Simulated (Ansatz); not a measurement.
Stepwise reaction of `F[SiH](F)[SiH2]Cl` with water, as a gas-phase model of exchange steps in deposition or etching. ΔE in kJ/mol.

Calculated with Ansatz (gas phase, PBE0-D4/def2-TZVP geometries, no zero-point term in ΔE). CCSD(T)/CBS is the MP2 limit (def2-TZVPP, def2-QZVPP) plus CCSD(T) − MP2 in def2-TZVPP, frozen cores. This one scheme is used for every species. Functionals use def2-TZVPP. B3LYP here is the variant with VWN-RPA as its local correlation; programs differ in this. One conformer a species, not always the lowest.

| step | reaction | PBE-D4 | B3LYP-D4 | ωB97M-V | CCSD(T)/CBS |
| --- | --- | --- | --- | --- | --- |
| 1 | `F[SiH](F)[SiH2]Cl` + H₂O → `O[SiH](F)[SiH2]Cl` + H–F | 31.4 | 35.1 | 34.1 | 34.3 |
| 2 | `O[SiH](F)[SiH2]Cl` + H₂O → `O[SiH](O)[SiH2]Cl` + H–F | 39.7 | 41.6 | 41.3 | 40.5 |

(1) By hand: ΔE of the 2 steps together at CCSD(T)/CBS.

Answers

(1) (34.3) + (40.5) = 74.8 kJ/mol, or 37.4 kJ/mol a step.

In ΔE each step is higher than the one before. All are uphill at CCSD(T)/CBS. PBE-D4 differs from CCSD(T)/CBS by -2.9 to -0.8 kJ/mol a step. Only this route is followed, and other bonds may react first. Isolated molecules leave out the surface, adducts and barriers. Largest T1 diagnostic: 0.012.
